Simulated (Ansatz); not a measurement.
Input for Ansatz (a first-principles code): U-CCSD(T)/def2-QZVPP on BeN, 2S+1 = 4, a spin state set in the input, which need not be the lowest, a point of a bond scan (R = 1.611 Å). Files ending in .json are basis or fitting sets from the Basis Set Exchange.

Ansatz 0.2 input:
```yaml
crystal:
  periodic: [false, false, false]
  atoms:
    - {symbol: Be, position_ang: [0.00000000, 0.00000000, 0.00000000]}
    - {symbol: N, position_ang: [0.00000000, 0.00000000, 1.61138600]}
basis:
  gaussian:
    orbitals: def2-QZVPP.json
    pivot_positions_ang: [[0.00000000, 0.00000000, 0.00000000], [0.00000000, 0.00000000, 1.61138600]]
magnetization: {spin_polarized: true, initial_magnetization: 3}
correlation: {method: ccsd_t, electrons: valence}
output: {orbitals: {seedname: ./end}}
```

It printed:

```
Functional definition: HF
[...]
integrals: 0.14 GiB planned
634 factors; integrals over basis functions are off by at most 4.2e-4 eV
mean field: 0.16 GiB planned
mean field evaluation 1: about -1876.6620 eV, gradient 9.6e0 eV
mean field evaluation 2: about -1876.6628 eV, gradient 9.6e0 eV
mean field evaluation 4: about -1877.8137 eV, gradient 2.5e0 eV
mean field evaluation 8: about -1878.0154 eV, gradient 4.1e-2 eV
mean field evaluation 16: about -1877.8126 eV, gradient 2.5e0 eV
mean field evaluation 32: about -1872.3710 eV, gradient 5.7e0 eV
mean field evaluation 64: about -1872.5906 eV, gradient 2.6e-6 eV
mean field evaluation 96: about -1872.3915 eV, gradient 5.8e0 eV
mean field evaluation 128: about -1867.2724 eV, gradient 9.6e0 eV
mean field evaluation 160: about -1876.4848 eV, gradient 4.6e0 eV
mean field evaluation 192: about -1873.7509 eV, gradient 6.2e-1 eV
mean field evaluation 224: about -1873.0730 eV, gradient 9.1e0 eV
mean field evaluation 256: about -1869.9473 eV, gradient 6.8e-1 eV
mean field evaluation 288: about -1874.2111 eV, gradient 1.0e-1 eV
mean field evaluation 320: about -1869.9363 eV, gradient 6.7e-2 eV
mean field -1878.01524821 eV, -69.0157874072 hartree, gradient 1.4e-6 eV, S^2 3.762556; 13 other end points of the search recorded, 0 dependent functions left out
determinant -1878.01524821 eV, -69.0157874072 hartree, with singles and doubles -1883.86109651 eV, -69.2306183699 hartree
determinant -1876.73880240 eV, -68.9688788888 hartree, with singles and doubles -1882.64172464 eV, -69.1858072800 hartree
determinant -1872.92945812 eV, -68.8288880687 hartree, with singles and doubles -1878.93089158 eV, -69.0494366806 hartree
determinant -1872.59059753 eV, -68.8164351717 hartree, with singles and doubles -1878.60373120 eV, -69.0374137584 hartree
1 core orbitals not correlated
reference -1878.01524821 eV, -69.0157874072 hartree; 6, 3 occupied and 86, 89 virtual orbitals, 634 factors
second order -5.19795054 eV of doubles, -0.00000000 eV of singles
coupled cluster: 0.41 GiB planned
cycle   1  -5.76038221 eV  change   -6.1e-1 eV  update   2.0e-2
cycle   2  -5.77752368 eV  change   -1.7e-2 eV  update   7.0e-3
cycle   3  -5.78053952 eV  change   -3.0e-3 eV  update   3.6e-3
cycle   4  -5.78242935 eV  change   -1.9e-3 eV  update   1.6e-3
cycle   5  -5.78328790 eV  change   -8.6e-4 eV  update   8.2e-4
cycle   6  -5.78338413 eV  change   -9.6e-5 eV  update   3.2e-4
cycle   7  -5.78339570 eV  change   -1.2e-5 eV  update   1.4e-4
cycle   8  -5.78338988 eV  change    5.8e-6 eV  update   4.5e-5
cycle   9  -5.78337686 eV  change    1.3e-5 eV  update   1.7e-5
cycle  10  -5.78337433 eV  change    2.5e-6 eV  update   6.2e-6
perturbative correction -0.17723127 eV, -0.0065131290 hartree
Total energy: -1883.97585381 eV, -69.2348356228 hartree
```

Self-consistency was reached.

Cost: roughly 15 core-seconds.
